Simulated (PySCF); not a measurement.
Species: C₆H₁₅OP.
SMILES with atom numbers: `[CH3:1][CH2:2][P:3](=[O:4])([CH2:5][CH3:6])[CH2:7][CH3:8]` (hydrogens: H9, H10, H11 on C1; H12, H13 on C2; H14, H15 on C5; H16, H17, H18 on C6; H19, H20 on C7; H21, H22, H23 on C8)

A GFN2-xTB structure was refined with PySCF, PBE0-D3(BJ)/def2-SVP geometry optimisation, gas phase. Its GFN2-xTB values:

```tsv
coordinate	GFN2-xTB
C1–C2	1.521 Å
C1–H9	1.089 Å
C2–P3	1.847 Å
C2–H12	1.089 Å
P3=O4	1.469 Å
C1–C2–P3	109.6°
C2–P3–O4	113.1°
C2–P3–C5	104.0°
C2–P3–C7	107.4°
P3–C7–C8	116.7°
O4–P3–C7	111.4°
C1–C2–P3–O4	-56°
C2–P3–C5–C6	-177°
```

Task: How do these coordinates change at the PBE0-D3(BJ)/def2-SVP level?

Result: 
```json
{"coordinate": "P3=O4", "PBE0-D3(BJ)/def2-SVP (Å or °)": "1.502", "change": "+0.033"}
{"coordinate": "C2–P3", "PBE0-D3(BJ)/def2-SVP (Å or °)": "1.827", "change": "-0.020"}
{"coordinate": "C2–H12", "PBE0-D3(BJ)/def2-SVP (Å or °)": "1.102", "change": "+0.013"}
{"coordinate": "C1–H9", "PBE0-D3(BJ)/def2-SVP (Å or °)": "1.100", "change": "+0.011"}
{"coordinate": "C1–C2", "PBE0-D3(BJ)/def2-SVP (Å or °)": "1.523", "change": "+0.002"}
{"coordinate": "C1–C2–P3", "PBE0-D3(BJ)/def2-SVP (Å or °)": "111.6", "change": "+2.0"}
{"coordinate": "C2–P3–C7", "PBE0-D3(BJ)/def2-SVP (Å or °)": "106.5", "change": "-0.9"}
{"coordinate": "C2–P3–C5", "PBE0-D3(BJ)/def2-SVP (Å or °)": "104.9", "change": "+0.9"}
{"coordinate": "O4–P3–C7", "PBE0-D3(BJ)/def2-SVP (Å or °)": "112.2", "change": "+0.8"}
{"coordinate": "P3–C7–C8", "PBE0-D3(BJ)/def2-SVP (Å or °)": "117.3", "change": "+0.6"}
{"coordinate": "C2–P3–O4", "PBE0-D3(BJ)/def2-SVP (Å or °)": "113.0", "change": "-0.1"}
{"coordinate": "C1–C2–P3–O4", "PBE0-D3(BJ)/def2-SVP (Å or °)": "-54", "change": "+2"}
{"coordinate": "C2–P3–C5–C6", "PBE0-D3(BJ)/def2-SVP (Å or °)": "-178", "change": "-1"}
```

The energy falls by 9.7 kJ/mol over 4 energy and gradient evaluations, the largest force component goes from 0.0424 to 2.8e-04 Eh/bohr, and the atoms move by 0.047 Å rms after alignment. The bond that changes most is P3=O4 (phosphoryl phosphorus to phosphoryl oxygen), which lengthens by 0.033 Å. Bonds longer at the end by more than 0.005 Å: 16 of 22; shorter: 3. Rotational constants go from 2011, 1347, 1062 to 2006, 1339, 1054 MHz.

The run used 191 basis functions and 29 SCF cycles in all.

PBE0-D3(BJ)/def2-SVP frequencies: not computed here. One conformer, not necessarily the lowest.

The values belong to the conformer `[CH3:1][CH2:2][P:3](=[O:4])([CH2:5][CH3:6])[CH2:7][CH3:8]`: C1–C2–P3–O4 -54°, C2–P3–C5–C6 -178°, C2–P3–C7–C8 57°.
